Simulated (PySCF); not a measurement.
Species: CH6BOP.
Atom-mapped SMILES: `[CH3:1][O:2][BH:3][PH2:4]` (hydrogens: H5, H6, H7 on C1; H8 on B3; H9, H10 on P4)

Computed by this run: PBE0-D3(BJ)/def2-SVP geometry optimisation, gas phase in PySCF; density fitting, grid level 1; the optimiser is geomeTRIC in internal coordinates, started from a GFN2-xTB structure with every atom displaced at random (about 0.01 Å).

Step 0: E = -13133.7109 eV
```
atom  x, y, z in Å  |  force x, y, z in eV/Å
C1     -1.4405    0.3417    0.1895   -1.053   0.989  -0.996
O2     -0.8743   -0.6885   -0.5397   -1.359  -0.133  -0.019
B3      0.4017   -0.9335   -0.6448    2.069   0.403   0.415
P4      1.8321    0.0950    0.2491   -1.645  -0.574   1.477
H5     -0.7582    0.8114    0.8810    0.593   0.239   0.566
H6     -1.8145    1.1337   -0.5184    0.235  -0.475   0.478
H7     -2.3077   -0.0372    0.7299   -0.238  -0.135   0.237
H8      0.7182   -1.8780   -1.2660    0.207  -0.794  -0.512
H9      1.4946    1.3164   -0.3091   -0.216   0.954  -0.305
H10     2.7990   -0.1820   -0.6454    1.407  -0.475  -1.342
```

Task: Estimate the geometry and energy of step 1. (The exact step hangs on the optimiser's Hessian estimate; all steps are aligned on step 0, rigid shifts and turns removed.)

Result: E = -13133.9008 eV, largest force 0.557 eV/Å
```
atom  x, y, z in Å  |  force x, y, z in eV/Å
C1     -1.4468    0.3553    0.1893    0.250  -0.159   0.110
O2     -0.8906   -0.7350   -0.5059    0.362  -0.067   0.033
B3      0.4371   -0.9694   -0.6236   -0.527   0.072  -0.099
P4      1.7865    0.1082    0.2288    0.385   0.162  -0.369
H5     -0.7718    0.7226    0.9859   -0.099  -0.064  -0.023
H6     -1.6364    1.1812   -0.5061   -0.118   0.137  -0.099
H7     -2.3954    0.0328    0.6438    0.020   0.050  -0.039
H8      0.7444   -1.9627   -1.2457   -0.001   0.005   0.075
H9      1.4062    1.3966   -0.2893    0.047  -0.253   0.090
H10     2.8173   -0.1506   -0.7511   -0.319   0.116   0.322
```

The energy changes by -0.1899 eV. The first-order estimate −F·Δx gives -0.5037 eV and the mean of the old and new forces, exact on a quadratic surface, -0.2016 eV. The step makes an angle of 72° with the force vector and moves no atom by more than 0.185 Å.

What follows is the cost of the whole optimisation. Time: 23 s wall; peak memory 0.38 GiB. Hardware: an Arm Neoverse V1 with one thread, no GPU, shared host with 32 logical CPUs at a one-minute load of 10.
